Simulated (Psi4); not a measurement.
C3H10ClNSi3, singlet, at a GFN2-xTB geometry, with bond 1-2 at 1.6 times its length. Base run: TPSS/3-21G (Psi4 1.11).

The Psi4 input:
```
memory 2 GB

molecule mol {
0 1
  Cl    2.753598   -0.335154    2.399232
  Si    2.450395    0.746931   -0.635021
  C     0.690988    0.552272   -1.263458
  C    -0.406076    0.128095   -0.630724
  Si   -0.588097   -0.443303    1.160987
  C    -2.480031   -0.734293    1.158101
  N    -2.950939   -0.753824   -0.213309
  Si   -2.100182    0.024994   -1.474645
  H     2.838674    2.158531   -0.633218
  H     3.369429   -0.032049   -1.466184
  H     0.584500    0.839902   -2.307929
  H     0.100549   -1.709876    1.425758
  H    -0.269004    0.585257    2.156205
  H    -2.734503   -1.685681    1.634371
  H    -2.994682    0.044956    1.734887
  H    -3.936374   -0.946850   -0.297338
  H    -2.551144    1.381646   -1.838942
  H    -2.128043   -0.836903   -2.660037
}

set basis 3-21g
set reference rks

energy('tpss')
print_variables()
```

The base run was repeated with changes; each row names its change, and settings that it needs were set with it.

```tsv
change	ΔE vs base (µEh)	SCF cycles	grid points	basis functions	outcome
base	0.0	12	378794	108	converged
diis_max_vecs = 15	0.0	12	378794	108	converged
guess = sap	0.0	22	378794	108	converged
soscf = true	-	-	-	108	stopped with an error
dft_pruning_scheme = treutler	-26.0	12	205338	108	converged
dft_pruning_scheme = robust	1.4	12	257610	108	converged
scf_type = disk_df	0.0	12	378794	108	converged
dft_spherical_points = 590	-15.8	12	739058	108	converged
guess = core	0.0	18	378794	108	converged
dft_radial_points = 50	-314	12	256641	108	converged
e_convergence = 1e-10	0.0	14	378794	108	converged
```

- soscf = true: ended with `Fatal Error: Vx: RKS does not support rotated V builds for MGGA's`
